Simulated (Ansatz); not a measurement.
Isolated molecules relaxed with PBE0-D4/def2-TZVP in Ansatz; ΔE leaves out vibrations. CBS: MP2 limit from def2 TZ/QZ plus the TZ coupled-cluster correction, frozen cores. Functionals use def2-TZVPP. B3LYP here is the variant with VWN-RPA as its local correlation; programs differ in this. Each species was taken in one conformer, which may not be the lowest.

`CC([SiH3])=C=N` + `NBCN` → `CNBCN` + `N=C=C[SiH3]`  (substitution at a C–C bond)

`CC([SiH3])=C=N`:

Cartesian coordinates in Å:
```
C 0.024 -1.359 0.862
C -0.040 -0.172 -0.069
Si 0.786 1.431 0.365
C -0.674 -0.217 -1.211
N -1.152 -0.274 -2.332
H -0.428 -1.122 1.830
H -0.496 -2.224 0.449
H 1.062 -1.648 1.049
H 0.243 1.961 1.646
H 0.558 2.420 -0.718
H 2.248 1.220 0.555
H -2.131 -0.017 -2.425
```

`NBCN`:

Z-matrix (Å, degrees):
```
C
B 1 1.576
N 1 1.459 2 113.3
H 1 1.100 2 105.8 3 -118.0
H 1 1.105 2 110.1 3 129.0
N 2 1.391 1 120.9 3 -162.4
H 2 1.200 1 121.3 3 18.4
H 3 1.011 1 110.9 2 53.9
H 3 1.012 1 111.4 2 173.0
H 6 1.007 2 123.5 1 1.5
H 6 1.005 2 123.0 1 -177.1
```

`CNBCN`:

Z-matrix (Å, degrees):
```
C
N 1 1.443
H 1 1.095 2 111.8
H 1 1.090 2 108.9 3 119.4
H 1 1.095 2 111.6 3 -121.1
B 2 1.388 1 126.9 3 -117.3
H 2 1.009 1 113.9 3 61.4
C 6 1.578 2 120.8 1 176.3
H 6 1.201 2 118.0 1 -2.4
N 8 1.460 6 113.0 2 150.4
H 8 1.105 6 110.7 2 21.3
H 8 1.100 6 105.6 2 -92.2
H 10 1.011 8 110.9 6 -56.4
H 10 1.012 8 111.3 6 -175.4
```

`N=C=C[SiH3]`:

```xyz
9

N    -1.974    1.093    0.907
C    -0.813    0.849    0.643
C     0.408    0.625    0.234
Si    0.807   -0.849   -0.808
H    -2.351    0.723    1.774
H     1.175    1.332    0.533
H    -0.440   -1.623   -1.030
H     1.375   -0.434   -2.118
H     1.812   -1.716   -0.135
```

```json
{"level": "PBE-D4", "ΔE (kJ/mol)": "27.8", "difference from CCSD(T)/CBS": "-1.1"}
{"level": "r2SCAN-D4", "ΔE (kJ/mol)": "27.7", "difference from CCSD(T)/CBS": "-1.2"}
{"level": "PBE0-D4", "ΔE (kJ/mol)": "28.6", "difference from CCSD(T)/CBS": "-0.3"}
{"level": "B3LYP-D4", "ΔE (kJ/mol)": "26.8", "difference from CCSD(T)/CBS": "-2.1"}
{"level": "ωB97X-V", "ΔE (kJ/mol)": "26.5", "difference from CCSD(T)/CBS": "-2.4"}
{"level": "ωB97M-V", "ΔE (kJ/mol)": "27.7", "difference from CCSD(T)/CBS": "-1.2"}
{"level": "B2PLYP", "ΔE (kJ/mol)": "26.3", "difference from CCSD(T)/CBS": "-2.6"}
{"level": "PBE", "ΔE (kJ/mol)": "25.8", "difference from CCSD(T)/CBS": "-3.1"}
{"level": "r2SCAN", "ΔE (kJ/mol)": "27.2", "difference from CCSD(T)/CBS": "-1.7"}
{"level": "PBE0", "ΔE (kJ/mol)": "26.7", "difference from CCSD(T)/CBS": "-2.2"}
{"level": "B3LYP", "ΔE (kJ/mol)": "23.6", "difference from CCSD(T)/CBS": "-5.3"}
{"level": "HF/def2-TZVPP", "ΔE (kJ/mol)": "22.7", "difference from CCSD(T)/CBS": "-6.2"}
{"level": "MP2/def2-TZVPP", "ΔE (kJ/mol)": "32.0", "difference from CCSD(T)/CBS": "3.1"}
{"level": "SCS-MP2/def2-TZVPP", "ΔE (kJ/mol)": "28.8", "difference from CCSD(T)/CBS": "-0.1"}
{"level": "CCSD/def2-TZVPP", "ΔE (kJ/mol)": "27.0", "difference from CCSD(T)/CBS": "-1.9"}
{"level": "CCSD(T)/def2-TZVPP", "ΔE (kJ/mol)": "27.8", "difference from CCSD(T)/CBS": "-1.1"}
{"level": "HF/def2-QZVPP", "ΔE (kJ/mol)": "22.6", "difference from CCSD(T)/CBS": "-6.3"}
{"level": "MP2/def2-QZVPP", "ΔE (kJ/mol)": "32.6", "difference from CCSD(T)/CBS": "3.7"}
{"level": "SCS-MP2/def2-QZVPP", "ΔE (kJ/mol)": "29.5", "difference from CCSD(T)/CBS": "0.6"}
{"level": "HF/CBS(def2)", "ΔE (kJ/mol)": "22.6", "difference from CCSD(T)/CBS": "-6.3"}
{"level": "MP2/CBS(def2)", "ΔE (kJ/mol)": "33.1", "difference from CCSD(T)/CBS": "4.2"}
{"level": "CCSD/CBS(def2)", "ΔE (kJ/mol)": "28.1", "difference from CCSD(T)/CBS": "-0.8"}
{"level": "CCSD(T)/CBS", "ΔE (kJ/mol)": "28.9", "difference from CCSD(T)/CBS": "0"}
```

Largest T1 diagnostic among the species: 0.015.

The D4 term adds +3.3 kJ/mol with B3LYP and +1.8 kJ/mol with PBE0; it sums over pairs of atoms, weighted by their polarisabilities, and B3LYP, whose exchange is more repulsive, gets the larger term. In def2-TZVPP, CCSD(T) changes the Hartree–Fock value by +5.2 kJ/mol (the triples alone add +0.8 kJ/mol) and MP2 by +9.3 kJ/mol.
